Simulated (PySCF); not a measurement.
In(H)2(NMe2) (C₂H₈InN), SMILES C[N](C)[InH2]. The structure is a stationary point at PBE-D3(BJ)/def2-SVP. The structure was generated by enumeration; whether it is a known compound was not checked. The def2 effective core potentials stand for the cores of In; spin–orbit coupling is left out.

Computed with PBE-D3(BJ)/def2-SVP (PySCF).

Harmonic wavenumbers (cm⁻¹): 160, 195, 223, 263, 285, 287, 390, 460, 499, 541, 982, 1049, 1071, 1111, 1214, 1229, 1377, 1392, 1398, 1400, 1425, 1445, 1747, 1770, 2867, 2874, 2909, 2919, 3038, 3038. Rotational constants (GHz): 8.583, 2.127, 1.743; symmetry number 2.

Work out the zero-point energy and the ideal-gas rigid-rotor harmonic-oscillator thermochemistry at 298.15 K and 1 atm.

ZPE = ½ Σ hcν = ½ × 39558 cm⁻¹ = 56.55 kcal/mol. H − E(el) = 61.59 kcal/mol. Entropy in cal/(mol K): translation 41.14, rotation 25.34, vibration 14.79, total 81.26. G − E(el) = 37.37 kcal/mol. Cp = 26.24 cal/(mol K).
